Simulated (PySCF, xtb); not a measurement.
Cr(O)2(OH)2 (CrH2O4), SMILES [O]=[Cr](=[O])([OH])[OH], multiplicity 1.

GFN2-xTB run with xtb 6.7.1 at its own geometry gives an orbital gap of 3.74 eV and a dipole moment of 6.03 D.

Geometry: B3LYP-D3(BJ)/def2-SVP. The geometry has at least one imaginary mode, so it is a saddle point at that level. The spin state was assumed, not searched. Other conformers were not sampled.

What does B3LYP/def2-TZVP (PySCF) give? (Estimate from the structure and the level; the computed values follow.)

gap 4.71 eV (levels -8.95 and -4.24 eV), dipole 0.27 D.
